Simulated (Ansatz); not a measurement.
H2Ga, charge +1, singlet, at a GFN2-xTB geometry (such geometries of metal compounds can be far from the true shape); WB97M-V/cc-pVDZ (Ansatz, an electronic-structure program).

The Ansatz input:
Ansatz 0.2 input:
```yaml
crystal:
  periodic: [false, false, false]
  atoms:
    - {symbol: Ga, position_ang: [0.00000000, 0.00000000, 0.00000000]}
    - {symbol: H, position_ang: [-0.00000000, -0.00000000, -1.56355402]}
    - {symbol: H, position_ang: [0.00000000, 0.00000000, 1.56355402]}
basis:
  gaussian:
    orbitals: cc-pVDZ
hamiltonian:
  xc: {name: wB97M-V}
total_charge: 1
accuracy: high
```

Problem. Write the output that Ansatz gives for this input, abridged.

Solution. 
```
Functional definition: wB97M-V
716 factors; integrals over basis functions are off by at most 4.4e-9 eV
187 factors; integrals over basis functions are off by at most 2.2e-9 eV
mean field evaluation 1: about -52397.6050 eV, gradient 7.0e0 eV
mean field evaluation 2: about -52397.7970 eV, gradient 1.3e0 eV
mean field evaluation 4: about -52397.8032 eV, gradient 5.6e-2 eV
mean field evaluation 8: about -52397.8083 eV, gradient 4.2e-4 eV
mean field -52397.80829618 eV, -1925.5839383744 hartree, gradient 1.8e-8 eV, S^2 0.000000; 0 other end points of the search recorded, 0 dependent functions left out
reference -52397.80830024 eV, -1925.5839385236 hartree; 16, 16 occupied and 21, 21 virtual orbitals, 716 factors
Total energy: -52397.80830024 eV, -1925.5839385236 hartree
```
